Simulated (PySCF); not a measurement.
Job file and geometry (Å, from GFN2-xTB) of an NMR shielding run on SMILES CC#C[Si@@](N)(P)[SiH2]C#N, C₄H₉N₂PSi₂, GIAO PBE0/pcSseg-1 NMR shielding, non-relativistic, gas phase in PySCF 2.14.0, density-fitted response routines; density fitting, a coarse starting grid and PySCF grid level 2 are the driver's defaults:

```
$ OMP_NUM_THREADS=1 python probes_run.py task.json out

{"job": {"kind": "nmr", "xc": "PBE0", "basis": "pcSseg-1"}, "charge": 0, "multiplicity": 1}
C      2.654740     2.226059     1.090406
C      1.687607     1.191583     0.807728
C      0.883956     0.324538     0.566352
Si    -0.399579    -0.967393     0.195885
N      0.143072    -2.606225     0.337656
P     -1.946555    -0.753529     1.827456
Si    -1.104204    -0.726413    -2.016100
C     -1.891569     0.960321    -2.165298
N     -2.372215     2.000268    -2.211049
H      2.248600     3.195768     0.804226
H      3.571133     2.045150     0.528905
H      2.886514     2.239467     2.155088
H      0.925168    -2.917327    -0.215224
H      0.187813    -3.023745     1.254054
H     -2.963207    -1.351121     1.101969
H     -2.330388     0.512433     1.424991
H     -2.161851    -1.632369    -2.484291
H     -0.027794    -0.711147    -3.014410
```

Task: What does the program print?

Result: 
```
coarse grid: 16920 points
cycle   1  E = -1186.7611878625  dE =  8.538e-01  |g| = 6.223e-01  |ddm| = 4.236e+00
cycle   2  E = -1186.6302214647  dE =  1.310e-01  |g| = 9.800e-01  |ddm| = 1.602e+00
cycle   3  E = -1186.8427190925  dE = -2.125e-01  |g| = 2.583e-01  |ddm| = 9.403e-01
cycle   4  E = -1186.8567798036  dE = -1.406e-02  |g| = 5.715e-02  |ddm| = 1.894e-01
cycle   5  E = -1186.8573437937  dE = -5.640e-04  |g| = 2.417e-02  |ddm| = 6.363e-02
cycle   6  E = -1186.8574703495  dE = -1.266e-04  |g| = 9.320e-03  |ddm| = 2.764e-02
cycle   7  E = -1186.8574906167  dE = -2.027e-05  |g| = 3.103e-03  |ddm| = 9.398e-03
cycle   8  E = -1186.8574928645  dE = -2.248e-06  |g| = 5.121e-04  |ddm| = 3.336e-03
final grid: 150944 points
cycle   9  E = -1186.9060524701  dE = -2.665e-05  |g| = 7.563e-03  |ddm| = 3.806e-02
cycle  10  E = -1186.9060454076  dE =  7.063e-06  |g| = 9.523e-03  |ddm| = 1.758e-02
cycle  11  E = -1186.9060649748  dE = -1.957e-05  |g| = 2.248e-03  |ddm| = 9.252e-03
cycle  12  E = -1186.9060660892  dE = -1.114e-06  |g| = 4.769e-04  |ddm| = 1.801e-03
cycle  13  E = -1186.9060661335  dE = -4.428e-08  |g| = 1.588e-04  |ddm| = 4.819e-04
cycle  14  E = -1186.9060661392  dE = -5.731e-09  |g| = 2.409e-05  |ddm| = 1.780e-04
cycle  15  E = -1186.9060661393  dE = -1.139e-10  |g| = 1.317e-05  |ddm| = 5.078e-05
converged SCF energy = -1186.9060661393

GIAO shielding tensors (ppm)
atom      isotropic    diamagn.    paramagn.     s11        s22        s33       span
  0 C      181.010     253.516     -72.505    172.365    173.105    197.562     25.197
  1 C       69.957     276.162    -206.205    -19.945    -14.642    244.458    264.403
  2 C       98.494     267.478    -168.984      9.015     14.502    271.964    262.948
  3 Si     384.887     882.309    -497.422    346.149    367.694    440.817     94.668
  4 N      245.264     318.205     -72.942    217.862    252.186    265.744     47.883
  5 P      605.358     968.906    -363.547    531.055    625.651    659.368    128.313
  6 Si     453.017     880.575    -427.558    437.469    449.961    471.621     34.152
  7 C       64.140     264.349    -200.210    -49.427    -46.233    288.079    337.507
  8 N      -99.123     338.667    -437.790   -300.263   -298.224    301.117    601.380
  9 H       29.536      30.450      -0.914     24.395     28.141     36.072     11.677
 10 H       29.624      28.909       0.715     24.515     27.867     36.489     11.974
 11 H       29.637      27.948       1.689     24.414     27.966     36.530     12.116
 12 H       31.349      31.640      -0.291     23.778     27.502     42.766     18.988
 13 H       30.944      30.863       0.081     23.339     27.830     41.663     18.323
 14 H       30.352      30.891      -0.539     25.312     27.145     38.599     13.287
 15 H       30.179      32.848      -2.669     25.386     27.387     37.765     12.379
 16 H       27.592      27.707      -0.116     24.222     25.706     32.847      8.625
 17 H       27.472      29.133      -1.661     24.263     25.645     32.507      8.244
```

Task: Turn these shieldings into chemical shifts. Shifts are taken against calculated references (same method and geometry level): 13C (186.93 ppm) and 29Si (349.16 ppm) and 1H (31.72 ppm) against TMS; NH3 for 15N (267.73 ppm); 31P (318.38 ppm) vs H3PO4.

Result: Averaging equivalent atoms: C 7: 122.8; C 1: 117.0; C 2: 88.4; C 0: 5.9; Si 3: -35.7; Si 6: -103.9; N 8: 366.9; N 4: 22.5; P 5: -287.0; H 17: 4.25; H 16: 4.13; H 9/10/11: 2.12; H 14/15: 1.45; H 12/13: 0.57 ppm. Experimental scales use liquid or dissolved standards, which lie at an offset from isolated NH3 (liquid NH3: subtract about 20 ppm) and H3PO4. Unscaled 15N shifts of sp2 nitrogen come out 20 to 40 ppm too high even then.

Size and cost of the density-fitted run: 219 basis functions, 110 s wall time on 1 thread of an Arm Neoverse N1, shared host; peak memory 0.99 GiB.
